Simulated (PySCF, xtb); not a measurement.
Si(CCH)2(Cl)(H) (C4H3ClSi), SMILES C#C[SiH](Cl)C#C.

Harmonic wavenumbers (cm⁻¹) from GFN2-xTB run with xtb at its own minimum, in rising order: 78, 102, 115, 217, 264, 289, 312, 466, 616, 617, 656, 677, 683, 687, 692, 732, 2208, 2211, 2247, 3356, 3357.

What does PBE-D3(BJ)/def2-SVP (PySCF) give at its own minimum? (An estimate is asked for; the answer gives what the named calculation found.)

89, 120, 126, 226, 300, 339, 388, 519, 627, 670, 702, 703, 709, 709, 785, 788, 2091, 2091, 2207, 3389, 3390. Paired by order, the mean absolute difference is 45 cm⁻¹ and the zero-point energies are 29.4 and 30.0 kcal/mol.
